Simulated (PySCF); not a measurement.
Run record: excited-state job, `O=COC[SiH2][Se][SiH3]`.

Method: TDDFT wB97X-D/def2-SVPD, vertical, gas phase, core orbitals frozen in the response (PySCF 2.14.0, density-fitted response routines). Geometry: GFN2-xTB. The input is one job of a driver script: a line of settings, then coordinates in Å.

Command:
```bash
OMP_NUM_THREADS=1 python probes_run.py task.json out
```

Input:
```
{"job": {"kind": "uv", "xc": "wB97X-D", "basis": "def2-SVPD", "nstates": 8, "ntriplets": 3}, "charge": 0, "multiplicity": 1}
O     -2.205930     0.428171     1.511282
C     -2.724685     0.822306     0.493811
O     -2.264607     0.670820    -0.701450
C     -1.023556    -0.036631    -0.821179
Si    -0.295409    -0.617145     0.863495
Se     1.602886    -1.740568     0.075139
Si     3.002576    -0.077739    -0.586539
H     -3.676878     1.371265     0.491278
H     -1.211973    -0.889113    -1.476971
H     -0.334712     0.630814    -1.343927
H     -0.977526    -1.753240     1.458316
H      0.294369     0.464229     1.642552
H      2.668497     0.298938    -1.959038
H      2.797589     1.062900     0.303181
H      4.344946    -0.627016    -0.488829
```

**Question.** What does the run print?

**Answer.** 
```
coarse grid: 60656 points
cycle   1  E = -3211.2488488263  dE =  3.480e-02  |g| = 8.436e-01  |ddm| = 5.098e+00
cycle   2  E = -3211.1919352055  dE =  5.691e-02  |g| = 1.082e+00  |ddm| = 1.912e+00
cycle   3  E = -3211.3993448196  dE = -2.074e-01  |g| = 1.377e-01  |ddm| = 1.077e+00
cycle   4  E = -3211.4025568199  dE = -3.212e-03  |g| = 6.452e-02  |ddm| = 1.933e-01
cycle   5  E = -3211.4033218720  dE = -7.651e-04  |g| = 1.329e-02  |ddm| = 7.594e-02
cycle   6  E = -3211.4033669724  dE = -4.510e-05  |g| = 3.634e-03  |ddm| = 3.278e-02
cycle   7  E = -3211.4033708396  dE = -3.867e-06  |g| = 1.304e-03  |ddm| = 9.397e-03
final grid: 124736 points
cycle   8  E = -3211.4030182903  dE = -1.425e-06  |g| = 1.255e-03  |ddm| = 1.012e-02
cycle   9  E = -3211.4030184064  dE = -1.161e-07  |g| = 1.118e-03  |ddm| = 3.516e-03
cycle  10  E = -3211.4030185726  dE = -1.661e-07  |g| = 9.965e-05  |ddm| = 1.577e-03
cycle  11  E = -3211.4030185770  dE = -4.425e-09  |g| = 7.895e-05  |ddm| = 2.942e-04
cycle  12  E = -3211.4030185788  dE = -1.776e-09  |g| = 1.587e-05  |ddm| = 1.634e-04
cycle  13  E = -3211.4030185788  dE = -9.186e-11  |g| = 1.011e-05  |ddm| = 4.001e-05
converged SCF energy = -3211.4030185788

Static polarisability (au): isotropic 113.660, principal 95.192 104.615 141.175

Singlet excitations
state   eV       nm        f      main configurations
  1   5.4841    226.1   0.01850   H->L+1 0.72, H->L+2 0.12
  2   5.8033    213.6   0.00872   H->L+2 0.39, H->L+3 0.28, H->L+5 0.12
  3   5.9764    207.5   0.00555   H->L 0.52, H->L+3 0.23, H->L+1 0.09
  4   6.1590    201.3   0.00217   H-1->L 0.47, H-5->L 0.21, H-2->L 0.14
  5   6.3375    195.6   0.01124   H->L+3 0.28, H->L 0.28, H->L+2 0.21
  6   6.6386    186.8   0.00867   H->L+7 0.32, H->L+6 0.29, H-1->L+1 0.14
  7   6.7074    184.8   0.01541   H->L+4 0.55, H->L+9 0.13, H-1->L+1 0.08
  8   6.7560    183.5   0.08451   H-1->L+1 0.49, H-1->L+2 0.11, H->L+7 0.08

Triplet excitations (Tamm-Dancoff, eV): 5.1804 5.5632 5.7943
```

The SCF starts on a coarse grid where the log names one; the energy can jump when the final grid takes over, and dE then counts from the start density on the new grid. H and L stand for HOMO and LUMO; the number after each pair is its weight.

**Question.** How does the lowest singlet excitation compare with the HOMO–LUMO gap?

**Answer.** HOMO -8.21 eV and LUMO 1.00 eV give a gap of 9.21 eV; S1 at 5.48 eV lies 3.73 eV below it.

**Question.** Give the mean polarisability as a volume in Å³, and the ratio of the largest to the smallest principal value.

**Answer.** 113.660 au × 0.148185 = 16.84 Å³; 141.175/95.192 = 1.48.

Summary of the converged run: HOMO -8.21 eV, LUMO 1.00 eV; lowest singlet 5.48 eV; lowest triplet 5.18 eV (Tamm–Dancoff); mean polarisability 113.7 au.

 Relativistic effects, spin–orbit coupling among them, are left out although an element past zinc is present.

**Question.** How long does this job take on Intel Xeon at 2.50 GHz, one thread, no GPU, shared host? And the peak memory of the process?

**Answer.** About 2.6 min, with 1.1 GiB resident at the peak, the Python interpreter and its libraries included.

One conformer stands for the species.
Labels such as C1 count atoms from 1, the log's own numbers from 0.

Note: wB97X-D ran without an empirical dispersion term, which enters the total energy and its gradient alone.
